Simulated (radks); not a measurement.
Problem. Coherent X-ray form factor from a spherical all-electron density. Calculated with a radial shooting solver on a logarithmic mesh with Libxc functionals: Dirac Kohn-Sham, relativistic LDA (MacDonald-Vosko exchange, VWN5 correlation), spin-unpolarised, spherical densities, finite nucleus; Fermi nuclear charge, rms radius of each element as measured or else 0.836 A^(1/3) + 0.57 fm.

sin(theta)/lambda (1/angstrom)  f0 (electrons)
0.05                                    31.761
0.1                                     31.073
0.15                                    30.013
0.2                                     28.688
0.25                                    27.210
0.3                                     25.679
0.4                                     22.719
0.5                                     20.071
0.6                                     17.737
0.8                                     13.797
1                                       10.760
1.25                                     8.233
1.5                                      6.779
2                                        5.313

The species is in the configuration that NIST lists as its ground one. Which atom or ion scatters so?

Solution. The strontium ion Sr6+, [Ar] 3d10 4s2 4p(1/2: 2, 3/2: 0). Extrapolating in s^2 from the first two rows gives f0(0) = 32.0, near the electron count 32; among species with that count, the fall with angle is slower the higher Z, and the table is that of Z = 38; from so few rows the species is fixed only to a neighbour or two.
